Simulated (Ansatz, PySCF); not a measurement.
Gas-phase reaction in SMILES: CC[N](C)[GeH3] → C[CH][N](C)[GeH3] + H atom (the C-H bond at the site shown breaks; other sites are not compared here)
Each molecule is optimised on its own at B3LYP-D3(BJ)/def2-TZVP (Ansatz, a quantum-chemistry and plane-wave program), one conformer each, not searched for the lowest. Frequencies are from PySCF.

Wanted: bond dissociation energy (enthalpy at 298 K, with B3LYP-D3(BJ) rigid-rotor harmonic-oscillator terms), in kJ/mol. Correlated levels leave the core frozen unless marked. UHF or UKS for open shells. Spin-orbit coupling is left out. The frozen core is the preceding noble-gas configuration, with the filled d and f shells of earlier blocks. No relativistic terms. CBS marks a two-point X^-3 extrapolation of the correlation energy; Hartree-Fock from the larger set.

```tsv
level	program	bond dissociation energy (kJ/mol)
HF/cc-pVQZ	Ansatz	283.4
SVWN5/def2-TZVPD	Ansatz	389.2
BLYP/def2-TZVPD	Ansatz	347.3
revPBE-D4/def2-TZVPD	Ansatz + dftd4	349.1
revPBE/def2-TZVPD	Ansatz	341.7
B3LYP-D3(BJ)/def2-TZVPD	Ansatz + dftd3	362.0
B3LYP-D4/def2-TZVPD	Ansatz + dftd4	361.4
B3LYP/def2-TZVPD	Ansatz	358.2
PBE0/def2-TZVP	Ansatz	354.9
BHLYP-D4/def2-TZVPD	Ansatz + dftd4	362.7
HSE06-D3(BJ)/def2-TZVPD	Ansatz + dftd3	355.9
B2GP-PLYP-D3(BJ)/def2-TZVPD	Ansatz + dftd3	365.5
B2PLYP/def2-TZVPD	Ansatz	362.3
MP2/cc-pVQZ	Ansatz	378.1
RI-MP2/CBS(cc-pVTZ,cc-pVQZ)	Ansatz	380.5
SCS-MP2/STO-3G	Ansatz	443.2
SCS-MP2/cc-pVQZ	Ansatz	387.7
CCSD/6-31G*	Ansatz	351.3
CCSD/CBS(cc-pVTZ,cc-pVQZ)	Ansatz	376.5
CCSD(T)/cc-pVDZ	Ansatz	366.3
CCSD(T)/CBS(cc-pVTZ,cc-pVQZ)	Ansatz	378.2
```
